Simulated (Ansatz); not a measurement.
Conformers of C2H8FNOSi, SMILES `CN[SiH](F)OC`, each relaxed with PBE0-D4/def2-TZVP in Ansatz. CBS adds the triple-zeta coupled-cluster correction to the MP2 limit.

Not all of them had a frequency check.

Conformer A:

Cartesian coordinates in Å:
```
C 0.011 2.042 1.631
N -0.034 0.667 1.184
Si -0.054 0.162 -0.423
F -1.488 0.248 -1.139
O 0.379 -1.406 -0.417
C 0.164 -2.314 -1.474
H 0.744 2.177 2.431
H 0.315 2.687 0.803
H -0.960 2.404 1.988
H -0.224 -0.008 1.907
H 0.808 1.045 -1.239
H 0.361 -3.321 -1.102
H -0.866 -2.269 -1.841
H 0.844 -2.115 -2.309
```

Conformer B:

```xyz
14

C     0.993    1.015    1.299
N    -0.378    0.859    0.864
Si   -1.108   -0.609    0.429
F    -2.556   -0.188   -0.100
O    -0.239   -1.393   -0.698
C     0.254   -0.824   -1.892
H     1.562    0.116    1.049
H     1.482    1.854    0.794
H     1.082    1.168    2.380
H    -0.965    1.661    1.023
H    -1.300   -1.612    1.493
H    -0.480   -0.931   -2.695
H     1.165   -1.355   -2.177
H     0.488    0.238   -1.768
```

(1) Which is lowest in electronic energy at CCSD(T)/CBS (frozen core, def2 sets), and by how much? (Estimate.)

(2) Give the energies relative to B (kJ/mol) with PBE-D4/def2-TZVPP, B3LYP-D4/def2-TZVPP, ωB97X-V/def2-TZVPP, PBE/def2-TZVPP, HF/def2-TZVPP, HF/def2-QZVPP, MP2/CBS(def2). (Estimate.)

Answers

(1) Ansatz gave: B; A lies 1.0 kJ/mol higher. Gaps under about 2 kJ/mol don't settle the order.

(2) Ansatz gave: 
| level | A |
| --- | --- |
| PBE-D4/def2-TZVPP | 1.0 |
| B3LYP-D4/def2-TZVPP | 1.1 |
| ωB97X-V/def2-TZVPP | 0.6 |
| PBE/def2-TZVPP | -0.6 |
| HF/def2-TZVPP | -1.5 |
| HF/def2-QZVPP | -1.7 |
| MP2/CBS(def2) | 1.2 |

B3LYP here is the variant with VWN-RPA as its local correlation; programs differ in this.
